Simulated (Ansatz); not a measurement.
# Equilibrium of C2H9AlS ⇌ C2H6S + AlH3 at process temperatures

Species: C2H9AlS `C[S+](C)[AlH3-]`, singlet; C2H6S (dimethyl sulfide) `CSC`, singlet; AlH3 `[AlH3]`, singlet. 

The electronic reaction energy at CCSD(T)/CBS estimate is +95.7 kJ/mol. Shapes: PBE0-D4/def2-TZVP. Programs: Ansatz 0.2.0. Enthalpy and entropy come from rigid-rotor, harmonic-oscillator sums on unscaled PBE0-D4/def2-TZVP wavenumbers, ideal gases at 1 bar. Symmetry numbers: C2H9AlS 1, C2H6S 2, AlH3 6. R = 8.3145 J/(mol K).

```
T (K)  ΔH (kJ/mol)  ΔS (J/(mol K))
  700        +83.3          +119.1
 1000        +78.5          +113.3
 1300            ?               ?
```

Problem. Work out ln K at 700 and 1000 K, and from these estimate it at 1300 K.

Solution. 
1. 700 K: ΔG = +83.3 − 700 × (+119.1)/1000 = -0.1 kJ/mol; ln K = −ΔG/RT = +0.02.
2. 1000 K: ΔG = +78.5 − 1000 × (+113.3)/1000 = -34.8 kJ/mol; ln K = −ΔG/RT = +4.19.
3. Slope against 1000/T: (+4.19 − (+0.02))/(1.0000 − 1.4286) = -9.73, that is −ΔH/R with ΔH near +81 kJ/mol.
4. 1300 K: ln K = +0.02 + (-9.73) × (0.7692 − 1.4286) = +6.44.

The full sums give ΔH = +73.6 kJ/mol, ΔS = +109.0 J/(mol K), ΔG = -68.1 kJ/mol and ln K = +6.30 at 1300 K, so the line is off by +0.14 in ln K; without rounding the miss is +0.14, from the change of ΔH with temperature. The products are favoured at 1 bar above about 700 K, give or take 85 K for 10 kJ/mol in the energy. The number of molecules rises, which sets the sign of ΔS, and lower pressure favours the products. An error of 10 kJ/mol in the energy moves ln K by 0.9 at 1300 K. Soft modes are treated as harmonic, which can err either way at these temperatures; the lowest are those of C2H9AlS (95 cm⁻¹), C2H6S (187 cm⁻¹). AlH3 would pair up to its dimer, which this equilibrium leaves out. The CBS estimate extrapolates MP2 from def2-TZVPP and def2-QZVPP and adds CCSD(T) − MP2 in the triple-zeta set, cores frozen.
